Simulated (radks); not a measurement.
The numbers below are computed, except where a source is named.
Effect of the nuclear size on the neon ion Ne+, [He] 2s2 2p5. Code: a radial shooting solver on a logarithmic mesh with Libxc functionals. Model: Dirac Kohn-Sham, LDA (Slater exchange, Perdew-Wang correlation), spin-unpolarised, spherical densities, finite nucleus; open shells fill j = l - 1/2 first; Fermi nuclear charge, rms radius 3.0055 fm. The rms radius is varied about that value; shifts are against it.

rms radius (fm)  total energy shift (eV)  density at nucleus (e/bohr^3)  1s1/2 shift (meV)
2.6358                         -0.000272                          642.6             -0.111
2.8131                         -0.000146                          642.3             -0.060
3.0055                                 0                            642              0.000
3.2009                          0.000158                          641.7              0.065
3.6908                          0.000598                          641.1              0.245

Slopes of the eigenvalues against <r^2> in GHz/fm^2, as finite differences over the two radii next to the reference (eigenvalue slopes, not the field-shift constants of lines): 1s1/2 12.9.
